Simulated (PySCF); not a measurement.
## Cost against result

Saddle point of BNH3ClO, closed shell (BNH₃ClO ([NH2][B]([OH])[Cl]) → BNHCl ([NH][B][Cl]) + H₂O (still joined by a long B–O bond); bonds formed: O2–H4; bonds broken: N3–H4; bonds weakened to dative contacts: B1–O2), PBE0-D4/def2-TZVP structure:

| atom | x (Å) | y (Å) | z (Å) |
| --- | --- | --- | --- |
| B1 | -0.2791 | 0.2581 | -0.3547 |
| O2 | 0.5480 | 0.5631 | 0.9331 |
| N3 | -0.4945 | -1.0439 | -0.1723 |
| H4 | 0.3724 | -0.5153 | 0.9735 |
| Cl5 | -0.5653 | 1.6046 | -1.4356 |
| H6 | 1.4700 | 0.8051 | 0.7798 |
| H7 | -1.0514 | -1.6718 | -0.7239 |

Barriers are electronic and count from the start structure reached by relaxing down the imaginary mode.

PySCF 2.14 with density fitting (its default auxiliary sets; JK sets also for MP2 and CCSD(T)); basis: as named in each row; cores frozen in the correlated methods. B3LYP uses VWN-RPA correlation. Extrapolation: Hartree–Fock as exp(−7.88 √X), correlation as X^−2.97.

Times are rough, for one single point on 4 threads of a shared host (Arm Neoverse V1).

The estimate by CCSD(T) at an estimated basis limit (MP2 extrapolated from triple and quadruple zeta, plus CCSD(T) − MP2 in triple zeta) is 295.5 kJ/mol.

| method | basis | time (s) | barrier (kJ/mol) | method less estimate |
| --- | --- | --- | --- | --- |
| HF | STO-3G | under 1 | 376.6 | 81.2 |
| B3LYP-D4 | 6-31G | 3 | 306.7 | 11.3 |
| PBE0-D4 | def2-SVP | 4 | 291.5 | -4.0 |
| MP2 | def2-QZVPP | 4 | 291.2 | -4.3 |
| PBE-D4 | def2-SVP | 4 | 270.0 | -25.4 |
| SPW92 | def2-TZVPP | 7 | 260.2 | -35.2 |
| PBE0-D4 | def2-TZVPP | 9 | 291.8 | -3.7 |
| B3LYP-D4 | def2-TZVPP | 9 | 295.6 | 0.1 |
| BHLYP-D4 | def2-TZVPP | 9 | 318.5 | 23.1 |
| PBE-D4 | def2-TZVPP | 9 | 271.8 | -23.7 |
| CCSD(T) | def2-SVP | 12 | 298.3 | 2.9 |
| r2SCAN-D4 | def2-TZVPP | 21 | 289.9 | -5.6 |
| wB97M-V | def2-TZVPP | 120 | 295.0 | -0.4 |
| CCSD(T) | def2-TZVPP | 250 | 295.0 | -0.4 |

All methods are single points on the PBE0-D4 structures.

T1 diagnostic: at most 0.014.

Labels in which every atom is bracketed show which atoms are joined, not bond orders.
